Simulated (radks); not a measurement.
Species: the lutetium ion Lu+. Configuration: [Xe] 4f14 6s1 7f1 (not the ground configuration). All-electron calculation, Dirac Kohn-Sham, PBE, spin-unpolarised, spherical densities, finite nucleus; open shells fill j = l - 1/2 first; Fermi nuclear charge, rms radius 5.37 fm. Program: a radial shooting solver on a logarithmic mesh with Libxc functionals.

Normalised radial functions P(r) = r R(r) (large component), r in bohr:

```
   r/bohr * 5p1/2, o 6s1/2, + 7f7/2 (the largest magnitude, 1, reaches the edge; | marks zero, & curves that meet)
 0.001012                             &o
 0.001743                             &o
 0.003003                             &o
 0.005215                             +*o
 0.008984                             + &
  0.01548                             +o  *
  0.02667                            o+     *
  0.04595                          o  +     *
  0.07916                            o&
   0.1364                    *        +  o
    0.235                             o&
   0.4048                        o    |+            *
   0.6975                  *          |+    o
    1.202  *                          +    o
     2.07               o *         + |
    3.567              o          +  *|
    6.146                          o+ *
    10.59                             &    +
    18.24                          +  &
    31.43                         +   &
    54.15                             &
```

5p1/2: eigenvalue -52.056 eV, 3 radial nodes at r = 0.0780, 0.232, 0.582 bohr, <r> = 1.31 bohr, 90 % of the charge inside 1.91 bohr. 6s1/2: eigenvalue -15.937 eV, 5 radial nodes at r = 0.0231, 0.0921, 0.239, 0.553, 1.40 bohr, <r> = 3.07 bohr, 90 % of the charge inside 4.42 bohr. 7f7/2 (empty): eigenvalue -1.376 eV, 3 radial nodes at r = 1.13, 7.38, 16.1 bohr, <r> = 21.4 bohr, 90 % of the charge inside 29.4 bohr.
